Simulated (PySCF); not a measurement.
B₃O₃Cl₃, optimised at PBE/def2-SVP:

```xyz
9

Cl    -2.5114    -1.8916    -0.0291
B     -1.1113    -0.8355    -0.0191
O     -1.2844     0.5335    -0.0006
B     -0.1801     1.3612     0.0071
Cl    -0.3947     3.1017     0.0304
O      1.0922     0.8266    -0.0035
B      1.2568    -0.5435    -0.0219
Cl     2.8716    -1.2278    -0.0355
O      0.1577    -1.3780    -0.0297
```

Energies from PySCF (xtb for GFN2), thermal terms from the rigid-rotor harmonic-oscillator model, ideal gas at 1 bar. 6-31G* has spherical d functions here. All species are closed-shell singlets. B3LYP is the form with VWN-RPA correlation.

**Question.** List the harmonic frequencies (cm⁻¹, unscaled) at this level and at the other levels, each on its own geometry.

**Answer.** 
- PBE/def2-SVP: 88, 104, 104, 170, 170, 363, 379, 379, 409, 577, 577, 668, 753, 753, 781, 1194, 1197, 1197, 1212, 1365, 1366
- B3LYP/6-31G*: 89, 107, 107, 172, 172, 370, 389, 389, 414, 586, 586, 692, 766, 767, 810, 1218, 1218, 1228, 1238, 1398, 1398
- GFN2-xTB: 86, 113, 113, 156, 156, 342, 359, 359, 364, 506, 506, 620, 717, 718, 790, 1015, 1070, 1070, 1071, 1210, 1210
- HF/6-31G*: 91, 114, 114, 181, 181, 392, 416, 416, 441, 624, 624, 756, 815, 815, 884, 1297, 1297, 1314, 1318, 1489, 1489
- PBE0/def2-TZVP: 89, 108, 108, 172, 172, 374, 388, 388, 412, 597, 597, 697, 773, 773, 810, 1226, 1226, 1236, 1247, 1400, 1400
